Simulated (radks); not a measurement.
All-electron atom: Au LXXIV in [He] 2s2 2p2 (the NIST ground configuration). All-electron calculation, Dirac Kohn-Sham, PBE, spin-unpolarised, spherical densities, point nucleus; open shells are shared between the two j in proportion to 2j + 1. Program: a radial shooting solver on a logarithmic mesh with Libxc functionals.

Unscreened Slater integrals over Kohn-Sham orbitals (cm^-1). Large and small components are both included.

integral,value
"F0(2p3/2,2p3/2)",3136800
"F2(2p3/2,2p3/2)",1499600
"F0(2p3/2,2p1/2)",3338500
"G2(2p3/2,2p1/2)",1447300
"F0(2p3/2,2s1/2)",2997100
"G1(2p3/2,2s1/2)",1683300
"F0(2p3/2,1s1/2)",4252900
"G1(2p3/2,1s1/2)",746650
"F0(2p1/2,2p1/2)",3600600
"F0(2p1/2,2s1/2)",3174100
"G1(2p1/2,2s1/2)",1612900
"F0(2p1/2,1s1/2)",4992900
"G1(2p1/2,1s1/2)",862670
"F0(2s1/2,2s1/2)",2921400
"F0(2s1/2,1s1/2)",4232300
"G0(2s1/2,1s1/2)",525830
"F0(1s1/2,1s1/2)",1.2437e+07
